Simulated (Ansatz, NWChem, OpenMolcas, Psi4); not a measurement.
**Errors in the atomisation enthalpy at 298 K**

8 molecules with two or more fluorines; the atomisation enthalpy at 298 K in kJ/mol, computed less measured. Shapes, held fixed at every level: PBE0-D4/def2-TZVP. Flexible molecules stand in one conformer, not always the lowest. Thermal terms are harmonic and unscaled (PBE0-D4/def2-TZVP); the spin-orbit lowering of the free atoms is taken from their spectra. Programs: Ansatz 0.2.0, NWChem 7.3.0, OpenMolcas 26.06, Psi4 1.11. A level may come from different programs for different species; with the same settings they agree closely. Measured values: Active Thermochemical Tables, NIST-JANAF tables.

Levels: A = HF/STO-3G; B = r2SCAN-D4/def2-TZVPP; C = r2SCAN0-D4/def2-TZVPP; D = wB97M-V/def2-TZVPP; E = MP2/def2-SVP.

| molecule | from tabulated heats | A | B | C | D | E |
| --- | --- | --- | --- | --- | --- | --- |
| BClF2 (chlorodifluoroborane) | 1736 | -372 | +24 | -25 | +12 | +24 |
| BF3 (SMILES FB(F)F) | 1944 | -515 | +10 | -47 | -1 | +32 |
| CBr2F2 (dibromodifluoromethane) | 1484 | -565 | +27 | -51 | -7 | -42 |
| CBrClF2 (SMILES FC(F)(Cl)Br) | 1551 | -622 | +24 | -52 | +2 | -41 |
| CF4 (tetrafluoromethane) | 1968 | -885 | +20 | -66 | +9 | +20 |
| C2F3N (cyanotrifluoromethane) | 2640 | -1236 | +9 | -112 | +15 | +3 |
| C2H2F2 (SMILES C=C(F)F) | 2361 | -613 | +36 | -34 | +26 | -30 |
| C2H4F2 (1,2-difluoroethane) | 2915 | -525 | +2 | -57 | +3 | -100 |

Q: Sum up the errors.

A: 
```json
{"level": "HF/STO-3G", "kind": "Hartree–Fock", "mean error": "-666.6", "mean absolute error": "666.6", "worst case": "C2F3N"}
{"level": "r2SCAN-D4/def2-TZVPP", "kind": "meta-GGA", "mean error": "+19.0", "mean absolute error": "19.0", "worst case": "C2H2F2"}
{"level": "r2SCAN0-D4/def2-TZVPP", "kind": "global hybrid", "mean error": "-55.5", "mean absolute error": "55.5", "worst case": "C2F3N"}
{"level": "wB97M-V/def2-TZVPP", "kind": "range-separated hybrid", "mean error": "+7.4", "mean absolute error": "9.4", "worst case": "C2H2F2"}
{"level": "MP2/def2-SVP", "kind": "perturbation theory", "mean error": "-16.8", "mean absolute error": "36.5", "worst case": "C2H4F2"}
```

On this set wB97M-V/def2-TZVPP has the smallest mean absolute error and HF/STO-3G the largest. HF/STO-3G is too low in 8 of 8; r2SCAN-D4/def2-TZVPP is too high in 8 of 8; r2SCAN0-D4/def2-TZVPP is too low in 8 of 8; wB97M-V/def2-TZVPP is too high in 6 of 8. The heats of C2F3N come from older tables and can be uncertain by 10 kJ/mol or more. The molecules' own spin-orbit binding is left out, so errors for heavy halides read too negative. The tabulated values of BClF2, BF3, C2H2F2 are in doubt (older tables, estimates, or at odds with other calculations) and kept here. Over the 5 molecules whose values aren't doubted the mean absolute errors are A 766.6; B 16.4; C 67.6; D 7.2; E 41.2. Hartree–Fock lacks correlation and underbinds. Rows in very small basis sets show the basis more than the method. Correlated wave functions converge slowly with the basis. Relativity is left out for Br. Outer-core shells of Br are correlated, in sets that cover them unevenly. The set is small.
